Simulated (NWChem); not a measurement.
System: C4H6O; SMILES C1=CCOC1

Output (shortened):

```
             Northwest Computational Chemistry Package (NWChem) 7.3.0
             --------------------------------------------------------

 C2V symmetry detected

                             Geometry "geometry" -> ""
                             -------------------------

 Output coordinates in angstroms (scale by  1.889725989 to convert to a.u.)

  No.       Tag          Charge          X              Y              Z
 ---- ---------------- ---------- -------------- -------------- --------------
    1 C                    6.0000     0.00000000    -0.66605600     1.03848468
    2 C                    6.0000     0.00000000     0.66605600     1.03848468
    3 C                    6.0000     0.00000000     1.16114000    -0.37496132
    4 O                    8.0000     0.00000000     0.00000000    -1.17431032
    5 C                    6.0000     0.00000000    -1.16114000    -0.37496132
    6 H                    1.0000     0.00000000    -1.31915000     1.91296968
    7 H                    1.0000     0.00000000     1.31915000     1.91296968
    8 H                    1.0000     0.88924100     1.78525600    -0.59843432
    9 H                    1.0000    -0.88924100     1.78525600    -0.59843432
   10 H                    1.0000     0.88924100    -1.78525600    -0.59843432
   11 H                    1.0000    -0.88924100    -1.78525600    -0.59843432

 Effective nuclear repulsion energy (a.u.)     174.7265268043

      Symmetry information
      --------------------

 Group name             C2v
 Group number             16
 Group order               4
 No. of unique centers     5

                                 NWChem DFT Module
                                 -----------------

 Summary of "ao basis" -> "ao basis" (spherical)
 ------------------------------------------------------------------------------
       Tag                 Description            Shells   Functions and Types
 ---------------- ------------------------------  ------  ---------------------
 C                           6-31g*                  6       14   3s2p1d
 O                           6-31g*                  6       14   3s2p1d
 H                           6-31g*                  2        2   2s

      Symmetry analysis of basis
      --------------------------

        a1         31
        a2         11
        b1         13
        b2         27

            General Information
            -------------------
          SCF calculation type: DFT
          Wavefunction type:  closed shell.
          No. of atoms     :    11
          No. of electrons :    38
           Alpha electrons :    19
            Beta electrons :    19
          Charge           :     0
          Spin multiplicity:     1
          Use of symmetry is: on ; symmetry adaption is: on
          Maximum number of iterations: 150
          AO basis - number of functions:    82
                     number of shells:    42
          Convergence on energy requested:  1.00D-06
          Convergence on density requested:  1.00D-05
          Convergence on gradient requested:  5.00D-04

              XC Information
              --------------
                         B3LYP Method XC Potential
                     Hartree-Fock (Exact) Exchange  0.200
                        Slater Exchange Functional  0.800 local
                    Becke 1988 Exchange Functional  0.720 non-local
              Lee-Yang-Parr Correlation Functional  0.810
                  VWN I RPA Correlation Functional  0.190 local

             Grid Information
             ----------------
          Grid used for XC integration:  medium
          Radial quadrature: Mura-Knowles
          Angular quadrature: Lebedev.
          Tag              B.-S. Rad. Rad. Pts. Rad. Cut. Ang. Pts.
          ---              ---------- --------- --------- ---------
          C                   0.70       49           9.0       434
          O                   0.60       49           9.0       434
          H                   0.35       45          10.0       434
          Grid pruning is: on
          Number of quadrature shells:   237
          Spatial weights used:  Erf1

      Superposition of Atomic Density Guess
      -------------------------------------

 Sum of atomic energies:        -228.38476406

      Non-variational initial energy
      ------------------------------

 Total energy =    -231.541805
 1-e energy   =    -654.807224
 2-e energy   =     248.538892
 HOMO         =      -0.249017
 LUMO         =       0.041623

      Symmetry analysis of molecular orbitals - initial
      -------------------------------------------------

  Numbering of irreducible representations:

     1 a1          2 a2          3 b1          4 b2

  Orbital symmetries:

     1 a1          2 a1          3 b2          4 a1          5 b2
     6 a1          7 a1          8 b2          9 a1         10 b2
    11 a1         12 b1         13 b2         14 a2         15 a1
    16 a1         17 b2         18 b1         19 b1         20 a2
    21 a1         22 a1         23 b2         24 a1         25 b2
    26 b2         27 b1         28 a2         29 a1

     ---------------------------------------------
      Total Density - Mulliken Population Analysis
     ---------------------------------------------

    Atom       Charge   Shell Charges
 -----------   ------   -------------------------------------------------------
    1 C    6     6.25   2.00  0.74  1.94  0.57  0.97  0.04
    2 C    6     6.25   2.00  0.74  1.94  0.57  0.97  0.04
    3 C    6     5.99   2.00  0.70  1.79  0.57  0.88  0.06
    4 O    8     8.71   2.00  0.92  3.02  0.92  1.83  0.02
    5 C    6     5.99   2.00  0.70  1.79  0.57  0.88  0.06
    6 H    1     0.77   0.46  0.32
    7 H    1     0.77   0.46  0.32
    8 H    1     0.82   0.48  0.34
    9 H    1     0.82   0.48  0.34
   10 H    1     0.82   0.48  0.34
   11 H    1     0.82   0.48  0.34

[...]
```

Level: B3LYP/6-31G* (spherical d). Geometry: optimised at PBE0/def2-SVP.

Problem. Reconstruct the input file.

Solution. One answer among several that fit: the input that was run:
```
start job
memory heap 200 mb stack 900 mb global 1100 mb
geometry units angstroms noautoz
  C      0.000000    -0.666056     1.036490
  C      0.000000     0.666056     1.036490
  C      0.000000     1.161140    -0.376956
  O      0.000000     0.000000    -1.176305
  C      0.000000    -1.161140    -0.376956
  H      0.000000    -1.319150     1.910975
  H      0.000000     1.319150     1.910975
  H      0.889241     1.785256    -0.600429
  H     -0.889241     1.785256    -0.600429
  H      0.889241    -1.785256    -0.600429
  H     -0.889241    -1.785256    -0.600429
end
basis spherical
  * library 6-31g*
end
dft
  xc b3lyp
  iterations 150
  mulliken
end
task dft energy
```
